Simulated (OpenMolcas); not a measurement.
**neutral silicon: terms and fine structure**

```
Program             : OpenMolcas 26.06
Method              : CASSCF
Basis               : ANO-RCC-VTZP [5s4p2d1f]
Scalar Hamiltonian  : DKH2, point nucleus
Active space        : 4 electrons in 4 orbitals (3s 3p)
State averaging     : 2S+1 = 3 even, 6 roots (3 in the spin-orbit step); 2S+1 = 1 even, 6 roots kept (CI in the orbitals of an earlier block); 2S+1 = 5 odd, 1 root; 2S+1 = 3 odd, 8 roots kept (CI in the orbitals of an earlier block)
Spin-orbit coupling : RASSI with atomic mean-field integrals over the reference wave functions, term energies averaged over their components
```

Spin-free terms above the lowest, with the occupations of the reference:

```json
{"Configuration": "3s2 3p2", "Term": "3P", "E (cm-1)": "0.0", "Occupations": "3s 1.97 3p 2.03"}
{"Configuration": "3s2 3p2", "Term": "1D", "E (cm-1)": "8851", "Occupations": "3s 1.97 3p 2.03"}
{"Configuration": "3s2 3p2", "Term": "1S", "E (cm-1)": "15649", "Occupations": "3s 1.88 3p 2.12"}
{"Configuration": "3s 3p3", "Term": "5S*", "E (cm-1)": "22651", "Occupations": "3s 1.00 3p 3.00"}
{"Configuration": "3s 3p3", "Term": "3D*", "E (cm-1)": "54742", "Occupations": "3s 1.00 3p 3.00"}
{"Configuration": "3s 3p3", "Term": "3P*", "E (cm-1)": "64050", "Occupations": "3s 1.00 3p 3.00"}
```

With spin-orbit coupling, above the lowest level:

```tsv
Configuration	Term	J	E (cm-1)	Measured (cm-1)	g	Term weight %
3s2 3p2	3P	0	0.0	0.0		100
3s2 3p2	3P	1	68.6	77.1	1.501	100
3s2 3p2	3P	2	200	223	1.501	100
3s2 3p2	1D	2	8987	6299	1.000	100
3s2 3p2	1S	0	15786	15394		100
3s 3p3	5S*	2	22786	33326	2.002	100
3s 3p3	3D*	2	54875		1.167	100
3s 3p3	3D*	1	54876		0.499	100
3s 3p3	3D*	3	54877	45322	1.334	100
3s 3p3	3P*	0	64185			100
3s 3p3	3P*	1	64186		1.501	100
3s 3p3	3P*	2	64187		1.501	100
```

Against the 6 measured excited levels shown (NIST Handbook of Basic Atomic Spectroscopic Data) the mean absolute deviation is 3900 cm-1; the largest miss in energy is 3s 3p3 5S* 2: computed 22786, measured 33326 cm-1 (-31.6 %), and the largest in proportion 3s2 3p2 1D2 (+42.7 %).

Spin-orbit coupling puts the lowest level 135 cm-1 below the lowest spin-free term.

For 3P the intervals divided by the larger J are 68.6, 65.8 cm-1. Landé's interval rule makes them equal in pure LS coupling; they differ by 4 % of their mean. The multiplet is regular.

Without dynamic correlation excited terms often stand tens of per cent too high (terms of higher spin than the ground term too low), and those without a measured partner can miss by more than the paired ones. Terms from blocks run as CI alone lack orbitals of their own. Terms of s pⁿ other than that of highest spin mix with s² pⁿ⁻² d, which this space lacks; all of them can be thousands of cm-1 off, and some have no real level of that name. Measured partners are found by configuration, term and J. A level has none where our copy of the source lacks it or the pairing is in doubt (some pairs that miss far off the trend of their configuration count as doubtful), and it then counts in no deviation. Only configurations of the active space appear. The first state left out of the spin-orbit step lies near 91000 cm-1 above the lowest spin-free state of the reference (among the parities and spins computed), and the list stops at four fifths of that energy or lower.

The term weight is that of the spin-free term in the level, not the purity of its configuration. * marks odd parity.
